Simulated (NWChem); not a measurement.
hydronium (H$_{3}$O cation); SMILES [OH3+]

```xyz
4

O      0.0000     0.0000     0.0788
H      0.6693     0.6693    -0.2074
H      0.2450    -0.9143    -0.2074
H     -0.9143     0.2450    -0.2074
```
Atoms are numbered in this order, from 1.

The geometry was optimised at B3LYP/6-31G* (spherical d).

Problem. List the 6 lowest vertical singlet excitations from PBE0/def2-SVPD, TDA (NWChem).

Solution. 
```tsv
state	energy (eV)	oscillator strength	leading excitation (squared amplitude)
S1	11.67	0.042	HOMO → LUMO (0.99)
S2	13.84	0.017	HOMO → LUMO+1 (0.98)
S3	13.84	0.017	HOMO → LUMO+2 (0.98)
S4	16.58	0.000	HOMO → LUMO+3 (0.93)
S5	16.65	0.000	HOMO → LUMO+4 (0.96)
S6	16.65	0.000	HOMO → LUMO+5 (0.96)
```
